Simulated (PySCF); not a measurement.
Electronic structure of Tc⁺ (technetium, charge +1) at the LDA level

Configuration: [Kr] 4d5 5s1, high-spin 7S determinant. Computed with PySCF 2.14 in x2c-SVPall (6s5p5d1f, 53 functions), with the spin-free X2C one-electron Hamiltonian (Gaussian nucleus).

- Total energy: -4279.71 hartree
- One-electron energy: -5892.20 hartree
- Hartree (Coulomb) energy: 1737.14 hartree
- Exchange-correlation energy: -124.65 hartree
- ⟨S²⟩: 12.0001
- ⟨L²⟩: 0.000
- Sum of ⟨r⟩: 29.01 bohr
- Sum of ⟨r²⟩: 42.93 bohr²
- Langevin diamagnetic susceptibility: -34.0 ×10⁻⁶ cm³/mol
- Time after the integrals: 0.85 s of wall time on 1 thread of Neoverse-N1 (shared host)

| shell | electrons | mean orbital energy (eV) | rms radius, mean of both spins (bohr) |
| --- | --- | --- | --- |
| 1s α | 1 | -20807.8 | 0.0394 |
| 1s β | 1 | -20807.7 | 0.0394 |
| 2s α | 1 | -2975.0 | 0.162 |
| 2s β | 1 | -2974.4 | 0.162 |
| 2p α | 3 | -2666.9 | 0.144 |
| 2p β | 3 | -2666.5 | 0.144 |
| 3s α | 1 | -524.14 | 0.444 |
| 3s β | 1 | -523.65 | 0.444 |
| 3p α | 3 | -422.82 | 0.450 |
| 3p β | 3 | -422.30 | 0.450 |
| 3d α | 5 | -257.78 | 0.438 |
| 3d β | 5 | -257.10 | 0.438 |
| 4s α | 1 | -82.267 | 1.13 |
| 4s β | 1 | -79.174 | 1.13 |
| 4p α | 3 | -54.398 | 1.26 |
| 4p β | 3 | -51.112 | 1.26 |
| 4d α | 5 | -15.730 | 1.82 |
| 5s α | 1 | -12.458 | 3.26 |

Densities and radii are taken from the X2C orbitals without a picture-change correction, which distorts them close to the nucleus.
